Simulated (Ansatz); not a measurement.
**Energy differences in KCl**

Program: Ansatz, Gaussian basis, development build. Basis cc-pwCVTZ-X2C on K, cc-pVTZ-DK on Cl, scalar X2C without spin–orbit coupling, 10 orbitals frozen in the corrections; active space CAS(8,8). Restricted Hartree–Fock, then the lowest state-specific CASSCF solution met for each case. Single-reference values can break down or jump between states where bonds are stretched. Unlike active orbitals can shift such differences by tenths of an eV, at times by over 1 eV.

Case A, triplet: bond length 2.6670 Å.

Case B, singlet: bond length 3.0670 Å.

Case C, singlet: the shape of A.

Energy less that of case A, in eV:

```json
{"case": "B", "RHF/ROHF": "-3.818", "CASSCF": "-4.319"}
{"case": "C", "RHF/ROHF": "-3.992", "CASSCF": "-4.516"}
```

Problem. What does SC-NEVPT2 give for these differences?

Solution. B: -4.331 eV (-99.9 kcal/mol); C: -4.589 eV (-105.8 kcal/mol).

Problem. Which case is lowest, and do the methods agree?

Solution. C is lowest in SC-NEVPT2. Of the methods shown, RHF/ROHF, CASSCF agree.
